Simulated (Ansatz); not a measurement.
Basis sets compared for Zn6O6H18. The state is a singlet with charge 0. Geometry PBE-D4/def2-SVP. Ansatz on 2 threads of AMD EPYC 7R13 on a shared host and a share (18 GiB) of an NVIDIA H100 80GB HBM3; times are rough, and most runs start from earlier orbitals.

Cartesian coordinates in Å:
```
O 0.5369 -1.6958 0.9900
Zn 1.6131 -0.1262 1.7391
Zn 1.5520 -1.7767 -0.8691
O 2.2042 0.0782 -0.3039
O 0.4790 1.5175 1.2946
Zn 1.4834 1.9815 -0.5137
Zn -1.3374 -1.9340 0.2055
O -0.3278 -1.4721 -1.6186
O -2.0388 -0.0244 -0.0122
Zn -1.4058 1.8331 0.5651
Zn -1.4610 0.1785 -2.0414
O -0.3870 1.7596 -1.3119
H 2.0092 -4.1984 0.8802
H 0.7333 -2.4841 1.5340
H 2.5246 -0.2282 2.9975
H 1.8675 -4.5811 1.5346
H 2.5069 -2.8874 -1.4001
H 3.1727 0.1078 -0.4251
H 0.6586 2.1978 1.9736
H 1.9467 3.9524 1.7310
H 1.8272 4.1728 2.4603
H 2.3974 3.2059 -0.8185
H -2.2514 -3.1551 0.5182
H -0.4809 -2.1305 -2.3233
H -3.0120 -0.0523 0.0765
H -4.4522 0.0373 -1.6276
H -2.3603 2.9421 1.0981
H -2.3748 0.2812 -3.2992
H -5.0568 -0.0329 -1.1541
H -0.5665 2.5337 -1.8795
```

Single mean-field runs in def2-TZVP are fitted with def2-universal-jkfit. In the singlet geometry the species has come apart into loosely held pieces. In the singlet, H26 and H29 lie 0.77 Å apart, H13 and H16 lie 0.77 Å apart, H20 and H21 lie 0.77 Å apart (atoms count from 1), so H2 has formed as a molecule.

Binding counts from free atoms (O triplet, Zn singlet, H doublet) in the same basis, without a counterpoise term.

```
           level  functions  energy (Eh)  HOMO (eV)  LUMO (eV)  binding per atom (eV)  wall time
 PBE-D4/def2-SVP        360  -11134.7510      -6.29      -1.31                   2.87      3.4 s
PBE0-D4/def2-SVP        360  -11134.9414      -7.62      -0.44                   2.81      4.5 s
```

Question: Estimate the rows for PBE-D4/def2-TZVP (with forces), PBE0-D4/def2-TZVP.

Answer: 
| level | functions | energy (Eh) | HOMO (eV) | LUMO (eV) | binding per atom (eV) | wall time |
| --- | --- | --- | --- | --- | --- | --- |
| PBE-D4/def2-TZVP (with forces) | 582 | -11136.8631 | -6.61 | -1.75 | 2.75 | 5.5 s |
| PBE0-D4/def2-TZVP | 582 | -11136.9885 | -7.87 | -0.86 | 2.71 | 4.7 s |
